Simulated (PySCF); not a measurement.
Gas-phase reaction: TiCl4 + 4 HO2 = TiCl2(OH)2 + 2 HCl + 2 O3

Method: PySCF energies plus ideal-gas RRHO corrections (1 bar). † marks an energy on the PBE0/def2-TZVP geometry and frequencies; other levels use their own. MP2 and CCSD(T) freeze the core. 6-31G* has spherical d functions here. Open shells (unrestricted): HO2 (multiplicity 2); the rest are closed-shell singlets. TiCl2(OH)2: computed as isolated molecules; such fragments, hydroxides, amides, oligomers or adducts are transient or little studied in the gas. MP2 isn't extrapolated to the basis-set limit; its ΔH°(298 K) is -340.1 kJ in def2-SVP and -361.7 kJ in def2-TZVPP. CCSD(T) isn't extrapolated to the basis-set limit. The harmonic model lacks anharmonicity and excited electronic states, which grow with temperature; levels with a mode under 35 cm⁻¹ are left out. Strong static correlation: O3. Soft modes under 120 cm⁻¹ make the harmonic entropy rough for TiCl4, TiCl2(OH)2. Warning, large T1 diagnostic: O3, TiCl4, TiCl2(OH)2 (CCSD(T)/def2-SVP†).

```csv
level,"ΔE electronic, kJ","ΔH°(298 K), kJ","ΔS°(298 K), J/K","ΔG°(2000 K), kJ"
CCSD(T)/def2-SVP†,-162,-177,-37,-140
HF/6-31G*,325,308,-42,357
MP2/def2-SVP†,-325,-340,-37,-303
MP2/def2-TZVPP†,-347,-362,-37,-324
PBE0/def2-QZVP†,-81,-96,-37,-58
```
ΔH° is lowest at MP2/def2-TZVPP† and highest at HF/6-31G*. No reference value is set beside these.
